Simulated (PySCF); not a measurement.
SiHBr3, SMILES Br[SiH](Br)Br. Heavy atoms are numbered as in [SiH:1]([Br:2])([Br:3])[Br:4]. Hydrogens are named by the atom that carries them.

Coordinates come from a B3LYP-D3(BJ)/def2-SVP optimisation.

All values below come from PBE0/pcSseg-1 run with PySCF.

GIAO shieldings, no solvent; atoms alike by connectivity are averaged. δ = σ(ref) − σ: ²⁹Si against TMS (σ = 352.7 ppm); ¹H against TMS (σ = 31.56 ppm), references at their B3LYP-D3(BJ)/def2-TZVP geometries, non-relativistic (without spin–orbit terms, shifts of atoms bonded to Cl or Br come out too high).

Question: Estimate the chemical shifts. (An estimate is asked for; the answer gives what the named calculation found.)

Answer: 
| nucleus | atoms | count | δ (ppm) |
|---|---|---|---|
| ²⁹Si | Si1 (SiH) | 1 | 50.4 |
| ¹H | H on Si1 | 1 | 7.24 |
